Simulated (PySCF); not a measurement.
Electron correlation in Kr³²⁺ (krypton, charge +32)

Starting occupation: [He] 2s2. Calculation: PySCF 2.14, in an uncontracted even-tempered set (17 s from 2.9 bohr⁻², ratio 2.6; 12 p from 3.8 bohr⁻², ratio 2.6; 7 d from 3.9 bohr⁻², ratio 2.8; 4 f from 78 bohr⁻², ratio 2.8); X2C-1e with screened-nucleus spin-orbit coupling, Gaussian nucleus. Frozen: nothing; 4 electrons correlated; the 32 highest virtual spinors left out.

MP2 pair energies summed by pair of shells (mhartree):

```csv
pair,energy,share (%)
2s1/2-2s1/2,-198.50,76.0
1s1/2-1s1/2,-45.47,17.4
1s1/2-2s1/2,-17.16,6.6
```

Total MP2 correlation energy: -261.13 mhartree.

The virtual space was cut to 50 spinors, which keep -247.69 of the -261.13 mhartree of MP2 correlation.

| level | correlation energy (mhartree) |
| --- | --- |
| CCSD | -380.27 |
| (T) | -0.42 |
| CCSD(T) | -380.69 |

Diagnostics: T1 = 0.00049, largest double amplitude 0.142.

Cost of the coupled-cluster step: roughly 15 core-seconds, for 4 occupied and 50 virtual spinors.

The coupled-cluster values are those of the cut space; adding the MP2 remainder, -13.44 mhartree, estimates the full space.

At this charge the one-electron X2C treatment keeps the bare 1/r₁₂, with no two-electron picture change or Breit term. That inflates the 1s pair energies well beyond their four-component values.
